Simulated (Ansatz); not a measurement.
Cost and result up the ladder for Ga₃N₃H₁₂, a cluster cut from wurtzite GaN (hydrogen-capped) (18 atoms). Charge 0, multiplicity 1. Geometry: PBE0-D4/def2-SVP.

```xyz
18

N     0.255   -1.631    0.771
Ga    1.782   -0.936   -0.335
N     1.470    1.047   -0.249
Ga   -1.645   -1.165    0.316
N    -1.582    0.843    0.329
Ga   -0.280    1.843   -0.829
H     0.308   -2.650    0.691
H     0.432   -1.456    1.761
H     3.100   -1.219    0.491
H     1.556   -1.397   -1.816
H     1.729    1.403    0.673
H     2.171    1.456   -0.873
H    -2.522   -1.595    1.559
H    -1.918   -1.631   -1.157
H    -1.531    1.185    1.290
H    -2.507    1.142    0.013
H    -0.534    1.421   -2.318
H    -0.284    3.340   -0.318
```

Ansatz on 4 threads of Arm Neoverse V2 on a shared host. Times are rough, and most runs start from the orbitals of an earlier one. PBE0-D4/def2-TZVPD serves as the yardstick here, not as an exact answer. Differences are given only for rows in sets of like size (and for xTB, whose basis is part of the method), since another set adds its own error. Binding counts from free atoms at the same level (N quartet, Ga doublet, H doublet; other spins of the atoms weren't run), without zero-point energy or a counterpoise term.

The 6-31G sets use Cartesian d functions. B3LYP takes the VWN-RPA correlation. Correlated methods freeze 30 core orbitals; core or outer-core shells of Ga are correlated, in sets that lack core-valence functions.

Correlated methods converge slowly with the basis.

```
                          level  functions  wall time  binding energy per atom (eV)  difference from PBE0-D4/def2-TZVPD (eV)
                       HF/6-31G        138      2.3 s                          2.05                                        –
                PBE-D4/def2-SVP        198        4 s                          3.06                                        –
                 B3LYP-D4/6-31G        138      4.2 s                          3.05                                        –
               PBE-D4/def2-TZVP        309        7 s                          3.04                                     0.03
               PBE0-D4/def2-SVP        198        7 s                          3.03                                        –
              PBE-D4/def2-TZVPD        381       11 s                          3.05                                     0.03
                   HF/def2-TZVP        309       11 s                          2.12                                    -0.90
                  MP2/def2-TZVP        309       15 s                          2.94                                    -0.07
            r2SCAN-D4/def2-TZVP        309       15 s                          3.04                                     0.02
                  HF/def2-TZVPD        381       17 s                          2.12                                    -0.90
PBE0-D4/def2-TZVP (with forces)        309       22 s                          3.01                                     0.00
           r2SCANh-D4/def2-TZVP        309       22 s                          3.02                                     0.01
             PBE0-D4/def2-TZVPD        381       22 s                          3.01                                     0.00
```
